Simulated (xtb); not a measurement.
F2O2W, singlet, from a rough starting geometry (GFN-xTB shapes and energies of metal compounds can be far from the true ones); GFN2-xTB in xtb.

The xtb input:
```
$ xtb mol.xyz --gfn 2 --opt vtight --json

# file mol.xyz
5

W      0.05271863    -0.03758151     0.09156557
O      1.33502563    -0.36205861    -1.03181221
O      0.55412616    -0.01736839     1.69557991
F     -0.66268202     1.62679449    -0.40869358
F     -1.28632783    -1.17705935    -0.28704646
```

The log (banner, timings and long lists left out):

```
   ID    Z sym.   atoms
    1   74 W      1
    2    8 O      2, 3
    3    9 F      4, 5

           -------------------------------------------------
          |                Calculation Setup                |
           -------------------------------------------------

           -------------------------------------------------
          |                 G F N 2 - x T B                 |
           -------------------------------------------------

          ...................................................
          :                      SETUP                      :
          :.................................................:
          :  # basis functions                  26          :
          :  # atomic orbitals                  25          :
          :  # shells                           11          :
          :  # electrons                        32          :
          :  max. iterations                   250          :
          :  Hamiltonian                  GFN2-xTB          :
          :  restarted?                      false          :
          :  GBSA solvation                  false          :
          :  PC potential                    false          :
          :  electronic temp.          300.0000000     K    :
          :  accuracy                    1.0000000          :
          :  -> integral cutoff          0.2500000E+02      :
          :  -> integral neglect         0.1000000E-07      :
          :  -> SCF convergence          0.1000000E-05 Eh   :
          :  -> wf. convergence          0.1000000E-03 e    :
          :  Broyden damping             0.4000000          :
          :  net charge                          0          :
          :  unpaired electrons                  0          :
          ...................................................

 iter      E             dE          RMSdq      gap      omega  full diag
   1     -9.7049170 -0.970492E+01  0.295E+01    0.98       0.0  T
   2    -13.0564059 -0.335149E+01  0.334E+01   21.23       1.0  T
   3    -16.9427898 -0.388638E+01  0.214E+01    9.78       1.0  T
   4    -17.6036262 -0.660836E+00  0.193E+01    8.53       1.0  T
   5    -18.0910328 -0.487407E+00  0.177E+01    7.64       1.0  T
   6    -20.0063073 -0.191527E+01  0.800E+00    3.73       1.0  T
   7    -19.8439063  0.162401E+00  0.906E+00    4.48       1.0  T
   8    -19.9266013 -0.826950E-01  0.675E+00    4.49       1.0  T
   9    -20.2001499 -0.273549E+00  0.368E+00    3.11       1.0  T
  10    -20.1856927  0.144571E-01  0.329E+00    3.02       1.0  T
  11    -20.1646602  0.210325E-01  0.439E+00    2.88       1.0  T
  12    -20.1938489 -0.291887E-01  0.232E+00    4.04       1.0  T
  13    -20.1224328  0.714161E-01  0.410E+00    4.61       1.0  T
  14    -20.2209389 -0.985060E-01  0.125E+00    3.47       1.0  T
  15    -20.2210400 -0.101136E-03  0.922E-01    3.87       1.0  T
  16    -20.2142771  0.676294E-02  0.109E+00    3.96       1.0  T
  17    -20.2206515 -0.637437E-02  0.845E-01    3.88       1.0  T
  18    -20.2220822 -0.143075E-02  0.290E-01    3.80       1.0  T
  19    -20.2226533 -0.571093E-03  0.331E-02    3.73       1.4  T
  20    -20.2226540 -0.733017E-06  0.128E-02    3.73       3.5  T
  21    -20.2226536  0.460842E-06  0.118E-02    3.73       3.8  T
  22    -20.2226543 -0.728058E-06  0.129E-03    3.73      34.5  T
  23    -20.2226543  0.773383E-08  0.143E-03    3.73      31.4  T
  24    -20.2226543 -0.969681E-08  0.192E-04    3.73     233.0  T
  25    -20.2226543 -0.212726E-09  0.762E-05    3.73     587.1  T

   *** convergence criteria satisfied after 25 iterations ***

         :::::::::::::::::::::::::::::::::::::::::::::::::::::
         ::                     SUMMARY                     ::
         :::::::::::::::::::::::::::::::::::::::::::::::::::::
         :: total energy             -20.176238025155 Eh    ::
         :: gradient norm              0.054498980689 Eh/a0 ::
         :: HOMO-LUMO gap              3.731959355230 eV    ::
         ::.................................................::
         :: SCC energy               -20.222653807059 Eh    ::
         :: -> isotropic ES           -0.093469076269 Eh    ::
         :: -> anisotropic ES          0.003917982641 Eh    ::
         :: -> anisotropic XC          0.001380187039 Eh    ::
         :: -> dispersion             -0.002881991466 Eh    ::
         :: repulsion energy           0.046415781905 Eh    ::
         :: add. restraining           0.000000000000 Eh    ::
         :: total charge               0.000000000000 e     ::
         :::::::::::::::::::::::::::::::::::::::::::::::::::::

      -----------------------------------------------------------
     |                   =====================                   |
     |                        A N C O P T                        |
     |                   =====================                   |
     |               Approximate Normal Coordinate               |
     |                Rational Function Optimizer                |
      -----------------------------------------------------------
      -----------------------------------------------------------
     |                   =====================                   |
     |                        A N C O P T                        |
     |                   =====================                   |
     |               Approximate Normal Coordinate               |
     |                Rational Function Optimizer                |
      -----------------------------------------------------------

          ...................................................
          :                      SETUP                      :
          :.................................................:
          :   optimization level         verytight          :
          :   max. optcycles                   200          :
          :   ANC micro-cycles                  20          :
          :   degrees of freedom                 9          :
[...]
 * total energy  :   -20.1762380 Eh     change       -0.3903367E-10 Eh
 * total energy  :   -20.1787597 Eh     change       -0.2521625E-02 Eh
 * total energy  :   -20.1793531 Eh     change       -0.5934446E-03 Eh
 * total energy  :   -20.1794118 Eh     change       -0.5873385E-04 Eh
 * total energy  :   -20.1794388 Eh     change       -0.2692670E-04 Eh
 * total energy  :   -20.1794398 Eh     change       -0.1066390E-05 Eh
 * total energy  :   -20.1794400 Eh     change       -0.1586547E-06 Eh
 * total energy  :   -20.1794400 Eh     change       -0.1307363E-07 Eh
   *** GEOMETRY OPTIMIZATION CONVERGED AFTER 8 ITERATIONS ***
[...]
          :  net charge                          0          :
          :  unpaired electrons                  0          :
          ...................................................

 iter      E             dE          RMSdq      gap      omega  full diag
   1    -20.2321630 -0.202322E+02  0.427E-04    3.74       0.0  T
   2    -20.2321630  0.123992E-08  0.110E-03    3.74      40.7  T
   3    -20.2321630 -0.146035E-08  0.182E-04    3.74     246.1  T
   4    -20.2321630 -0.760636E-11  0.176E-04    3.74     253.5  T

   *** convergence criteria satisfied after 4 iterations ***

         :::::::::::::::::::::::::::::::::::::::::::::::::::::
         ::                     SUMMARY                     ::
         :::::::::::::::::::::::::::::::::::::::::::::::::::::
         :: total energy             -20.179439995035 Eh    ::
         :: gradient norm              0.000020387232 Eh/a0 ::
         :: HOMO-LUMO gap              3.735424496319 eV    ::
         ::.................................................::
         :: SCC energy               -20.232162580605 Eh    ::
         :: -> isotropic ES           -0.093564634815 Eh    ::
         :: -> anisotropic ES          0.003721736055 Eh    ::
         :: -> anisotropic XC          0.001249502381 Eh    ::
         :: -> dispersion             -0.002889176623 Eh    ::
         :: repulsion energy           0.052722585570 Eh    ::
         :: add. restraining           0.000000000000 Eh    ::
         :: total charge              -0.000000000000 e     ::
         :::::::::::::::::::::::::::::::::::::::::::::::::::::

           -------------------------------------------------
          |                Property Printout                |
           -------------------------------------------------

    * Orbital Energies and Occupations

         #    Occupation            Energy/Eh            Energy/eV
      -------------------------------------------------------------
         1        2.0000           -0.9648161             -26.2540
       ...           ...                  ...                  ...
         4        2.0000           -0.7338479             -19.9690
         5        2.0000           -0.5905440             -16.0695
         6        2.0000           -0.5895714             -16.0431
         7        2.0000           -0.5890342             -16.0284
         8        2.0000           -0.5889225             -16.0254
         9        2.0000           -0.5798964             -15.7798
        10        2.0000           -0.5796887             -15.7741
        11        2.0000           -0.5105600             -13.8930
        12        2.0000           -0.5048271             -13.7370
        13        2.0000           -0.4854490             -13.2097
        14        2.0000           -0.4792375             -13.0407
        15        2.0000           -0.4774321             -12.9916
        16        2.0000           -0.4634692             -12.6116 (HOMO)
        17                         -0.3261949              -8.8762 (LUMO)
        18                         -0.2588982              -7.0450
        19                         -0.2435596              -6.6276
        20                         -0.1964301              -5.3451
        21                         -0.1895077              -5.1568
        22                          0.0558321               1.5193
        23                          0.2498934               6.7999
        24                          0.2973753               8.0920
        25                          0.3209632               8.7339
      -------------------------------------------------------------
                  HL-Gap            0.1372743 Eh            3.7354 eV
             Fermi-level           -0.3948321 Eh          -10.7439 eV

     #   Z          covCN         q      C6AA      α(0)
     1  74 W        3.179     1.467   348.752    41.188
     2   8 O        0.830    -0.470    23.152     6.450
     3   8 O        0.830    -0.470    23.152     6.450
     4   9 F        0.759    -0.263    11.913     4.077
     5   9 F        0.759    -0.263    11.913     4.077

 Mol. C6AA /au·bohr⁶  :       1186.092321
 Mol. C8AA /au·bohr⁸  :      92485.801583
 Mol. α(0) /au        :         62.242556

Wiberg/Mayer (AO) data.
largest (>0.10) Wiberg bond orders for each atom

 ---------------------------------------------------------------------------
     #   Z sym  total        # sym  WBO       # sym  WBO       # sym  WBO
 ---------------------------------------------------------------------------
     1  74 W    6.274 --     2 O    2.098     3 O    2.098     4 F    1.039
                             5 F    1.039
     2   8 O    2.391 --     1 W    2.098     3 O    0.143
     3   8 O    2.391 --     1 W    2.098     2 O    0.143
     4   9 F    1.229 --     1 W    1.039
     5   9 F    1.229 --     1 W    1.039
 ---------------------------------------------------------------------------

Topologies differ in total number of bonds
Writing topology from bond orders to xtbtopo.mol

molecular dipole:
                 x           y           z       tot (Debye)
 q only:       -0.434       0.093      -0.145
   full:       -1.338       0.285      -0.448       3.658
molecular quadrupole (traceless):
                xx          xy          yy          xz          yz          zz
 q only:       -0.348       0.640       2.209       0.424      -0.315      -1.861
  q+dip:       -0.608       0.618       1.995       0.131      -0.217      -1.387
   full:       -0.695       0.734       2.371       0.186      -0.265      -1.676

optimized geometry written to: xtbopt.xyz

           -------------------------------------------------
          | TOTAL ENERGY              -20.179439995035 Eh   |
          | GRADIENT NORM               0.000020387232 Eh/α |
          | HOMO-LUMO GAP               3.735424496319 eV   |
           -------------------------------------------------

normal termination of xtb
```
